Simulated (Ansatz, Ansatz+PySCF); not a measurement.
```xyz
4

O     0.0000    0.0000   -0.3906
H     0.0000    0.0000    3.1246
Li   30.0000    0.0000   -1.4381
H    30.0000    0.0000    4.3142
```

Basis set: 6-31G (spherical functions). Frozen core: 1 orbital. Correlation on ROHF uses semicanonical orbitals with singles. Charge 0, multiplicity 2.

Computed with Ansatz (development build ahead of 0.2.0); each method stands on the lowest determinant of its kind that the runs found.

Task: Give the atomization energy at this shape (free ground-state atoms in the same class of orbitals less the molecule, no zero-point energy) of doublet LiH2O in separate pieces by UHF-CCSD(T), UHF-MP2, UHF, ROHF-MP2, ROHF.

Result:

| method | atomization energy |
| --- | --- |
| UHF-CCSD(T) | 0.11 kcal/mol |
| UHF-MP2 | 0.10 kcal/mol |
| UHF | 0.08 kcal/mol |
| ROHF-MP2 | -98.32 kcal/mol |
| ROHF | -155.25 kcal/mol |

Caution for UHF-CCSD(T), UHF-MP2: a plain start can end on a higher determinant; bonds are stretched, where a single reference can fail. Caution for UHF-CCSD(T), UHF-MP2, UHF: the unrestricted determinant is a mixture of spin states. Caution for ROHF-MP2, ROHF: an unrestricted determinant lies well below; the molecule lies well above its atoms at this level. Caution for ROHF-MP2: large amplitudes, a single reference is doubtful.

This basis has no polarisation functions and is too small for such energies, which can lie far from measured ones in either direction.
